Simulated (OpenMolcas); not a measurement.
Cr³⁺: CASPT2 settings compared

```
Program             : OpenMolcas 26.06
Basis               : ANO-RCC-VDZ [5s4p2d]
Scalar Hamiltonian  : DKH2, point nucleus
Active space        : 3 electrons in 5 orbitals (3d)
State averaging     : 2S+1 = 4 even, 10 roots; 2S+1 = 2 even, 40 roots kept (CI in the orbitals of an earlier block)
Spin-orbit coupling : RASSI with atomic mean-field integrals over the reference wave functions, term energies averaged over their components
```

Methods on the same reference wave functions:
A. CASSCF
B. SS-CASPT2, IPEA 0.4 Eh, imaginary shift 0.4 Eh (closed shells correlated: none)
C. SS-CASPT2, IPEA 0.3 Eh, imaginary shift 0.2 Eh (closed shells correlated: 3s 3p)
D. MS-CASPT2, IPEA 0.4 Eh, imaginary shift 0.4 Eh (closed shells correlated: none)
E. MS-CASPT2, IPEA 0.3 Eh, imaginary shift 0.2 Eh (closed shells correlated: 3s 3p)
F. XMS-CASPT2, IPEA 0.3 Eh, sigma1 regulariser 0.3 Eh (closed shells correlated: none)

Energies in eV above 3d³ ⁴F_3/2, the measured ground level; measured values from Sugar and Corliss, J. Phys. Chem. Ref. Data 6, 317 (1977).

```json
{"Level": "3d³ ⁴F_3/2", "A": "0.0000", "B": "0.0000", "C": "0.0000", "D": "0.0000", "E": "0.0000", "F": "0.0000", "Measured": "0.0000"}
{"Level": "3d³ ⁴F_5/2", "A": "0.0322", "B": "0.0323", "C": "0.0325", "D": "0.0323", "E": "0.0325", "F": "0.0323", "Measured": "0.0292"}
{"Level": "3d³ ⁴F_7/2", "A": "0.0763", "B": "0.0764", "C": "0.0768", "D": "0.0764", "E": "0.0768", "F": "0.0764", "Measured": "0.0689"}
{"Level": "3d³ ⁴F_9/2", "A": "0.1314", "B": "0.1314", "C": "0.1318", "D": "0.1315", "E": "0.1318", "F": "0.1315", "Measured": "0.1172"}
{"Level": "3d³ ⁴P_1/2", "A": "2.2123", "B": "2.186", "C": "1.860", "D": "2.186", "E": "1.858", "F": "2.179", "Measured": "1.7431"}
{"Level": "3d³ ⁴P_3/2", "A": "2.2265", "B": "2.200", "C": "1.875", "D": "2.200", "E": "1.872", "F": "2.192", "Measured": "1.7577"}
{"Level": "3d³ ²G_7/2", "A": "2.2473", "B": "2.182", "C": "2.089", "D": "2.182", "E": "2.089", "F": "2.195", "Measured": "1.8662"}
{"Level": "3d³ ⁴P_5/2", "A": "2.2639", "B": "2.238", "C": "1.910", "D": "2.238", "E": "1.910", "F": "2.230", "Measured": "1.7942"}
{"Level": "3d³ ²G_9/2", "A": "2.2941", "B": "2.229", "C": "2.137", "D": "2.229", "E": "2.137", "F": "2.242", "Measured": "1.9096"}
{"Level": "3d³ ²P_1/2", "A": "2.9765", "B": "2.907", "C": "2.892", "D": "2.884", "E": "2.525", "F": "2.889", "Measured": "2.4201"}
{"Level": "3d³ ²H_9/2", "A": "2.9816", "B": "2.916", "C": "2.958", "D": "2.922", "E": "3.058", "F": "2.931", "Measured": "2.6118"}
{"Level": "3d³ ²H_11/2", "A": "3.0174", "B": "2.951", "C": "2.995", "D": "2.958", "E": "3.095", "F": "2.967", "Measured": "2.6434"}
{"Level": "3d³ ²D_5/2(1)", "A": "3.2794", "B": "3.143", "C": "2.623", "D": "3.143", "E": "2.620", "F": "3.149", "Measured": "2.5620"}
{"Level": "3d³ ²F_7/2", "A": "5.1593", "B": "5.024", "C": "4.676", "D": "5.024", "E": "4.677", "F": "5.036", "Measured": "4.2604"}
{"Level": "3d³ ²F_5/2", "A": "5.1797", "B": "5.044", "C": "4.696", "D": "5.045", "E": "4.697", "F": "5.056", "Measured": "4.2844"}
{"Level": "3d³ ²D_5/2(2)", "A": "8.0755", "B": "7.692", "C": "6.922", "D": "7.692", "E": "6.925", "F": "7.688", "Measured": "6.5681"}
{"Level": "3d³ ²D_3/2(2)", "A": "8.0998", "B": "7.716", "C": "6.946", "D": "7.718", "E": "6.953", "F": "7.714", "Measured": "6.5888"}
```

Deviations, from unrounded energies. A percentage is the sum of absolute deviations over the sum of measured energies, with the sign that they share, or ± where signs differ.

| Against measurement | Levels | A | B | C | D | E | F |
| --- | --- | --- | --- | --- | --- | --- | --- |
| mean absolute deviation (cm-1) | 16 | 4600 | 3800 | 1800 | 3700 | 1700 | 3800 |
| fine structure of the ground term (%) | 3 | +11.4 | +11.5 | +11.9 | +11.5 | +12.0 | +11.5 |
| other terms of the ground configuration (%) | 13 | +22.0 | +18.1 | +8.7 | +18.1 | +8.3 | +18.2 |

C, E lie about equally close to measurement and A furthest from it. The largest miss of E in the table is 3d³ ²H_11/2, by +3600 cm-1. The ranking rests on the paired levels alone, and a cruder setting can come out closer through cancelling errors.

Among B to F the level of the table that moves most is 3d³ ²D_3/2(2), by 6200 cm-1 (lowest in C, highest in D). Moves below CASPT2's spread within the term are not significant.

The two smallest mean deviations differ by little beside CASPT2's spread within terms, so their order carries little weight.

From A to B the spin-free energies of the other terms of 3d³ shown, above ⁴F, scale by factors of 0.95 to 0.99.

The lowest spin-free term lies below A's lowest term by 0.007 hartree in B, 0.146 hartree in C, 0.007 hartree in D, 0.146 hartree in E, 0.008 hartree in F.

CASPT2 does not keep the components of a term degenerate, so their means are used; among the terms shown or strongly mixed into the levels shown the widest spread is 1600 cm-1 (3d³ ²H, C). Terms from blocks run as CI alone lack orbitals of their own. The basis is small and was not contracted for so high a charge. Without dynamic correlation excited terms often stand tens of per cent too high (terms of higher spin than the ground term too low), and those without a measured partner can miss by more than the paired ones (holds for A). The CASPT2 spread within a term exceeds the gap to the next term for 3d³ ²P and 3d³ ²H, so the order of their levels is uncertain (holds for B; C). Some terms miss by over 15 % even with CASPT2, which points to a basis or an active space too small for the shells correlated (holds for B; C; D; E; F). Measured partners are found by configuration, term and J. A level has none where our copy of the source lacks it or the pairing is in doubt (some pairs that miss far off the trend of their configuration count as doubtful), and it then counts in no deviation. Only configurations of the active space appear. Levels that lie high or do not pair safely by name in every column are left out.

A number in round brackets counts repeated terms of one configuration in the order of the reference energies.
